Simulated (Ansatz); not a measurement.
The cluster CuF₂⁻. The state is a triplet with charge -1. Geometry PBE-D4/def2-TZVP, that of the neutral doublet; atoms count from 1.

```xyz
3

Cu   -0.0001    0.0001    0.0001
F    -1.2666   -0.2312   -1.1670
F     1.2666    0.2310    1.1670
```

The highest occupied level of the charge -1 triplet lies above zero (up to 1.48 eV). Energy differences put its binding near zero (0.09 eV; vertical, to the charge 0 doublet, at PBE0-D4/def2-TZVPD), which leaves it undecided. At PBE0-D4/def2-TZVPD a singlet of charge -1 lies 3.18 eV below the triplet at the same geometry. The structure comes from a short search, and lower isomers may exist.

**Question.** Estimate the Mulliken populations from the PBE0/def2-TZVPD orbitals of Ansatz.

**Answer.** 
```json
{"atom": "Cu1", "charge (e)": "-0.59", "spin (α − β)": "2.72", "d electrons": "9.22"}
{"atom": "F2", "charge (e)": "-0.20", "spin (α − β)": "-0.36", "d electrons": "–"}
{"atom": "F3", "charge (e)": "-0.20", "spin (α − β)": "-0.36", "d electrons": "–"}
```
Mulliken values and Mayer orders depend strongly on the basis. With diffuse functions, as here, like atoms can get unlike values, and bond orders can come out too low or too high.

**Question.** Where does the spin sit?

**Answer.** Summed by element: Cu 2.72, F -0.72, of 2 unpaired in all. Largest on single atoms: Cu1 2.72, F2 -0.36, F3 -0.36.
